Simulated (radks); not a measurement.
Question: N, 7 electrons, occupied as 1s1 2s2 2p4 (not the ground configuration). All-electron calculation, scalar-relativistic Kohn-Sham, RPBE, spin-unpolarised, spherical densities, finite nucleus; Fermi nuclear charge, rms radius 2.5582 fm. Program: a radial shooting solver on a logarithmic mesh with Libxc functionals. Some entries of the table are withheld. Estimate them.

orbital,occ.,eigenvalue (hartree),<r> (bohr),r(max) (bohr)
1s,1,-16.10307,(1),(2)
2s,2,-0.77883,1.212,(3)
2p,4,(4),(5),(6)

Answer: 
(1) 1s <r> (bohr): 0.2197
(2) 1s r(max) (bohr): 0.1438
(3) 2s r(max) (bohr): 0.9307
(4) 2p eigenvalue (hartree): -0.34917
(5) 2p <r> (bohr): 1.256
(6) 2p r(max) (bohr): 0.8246
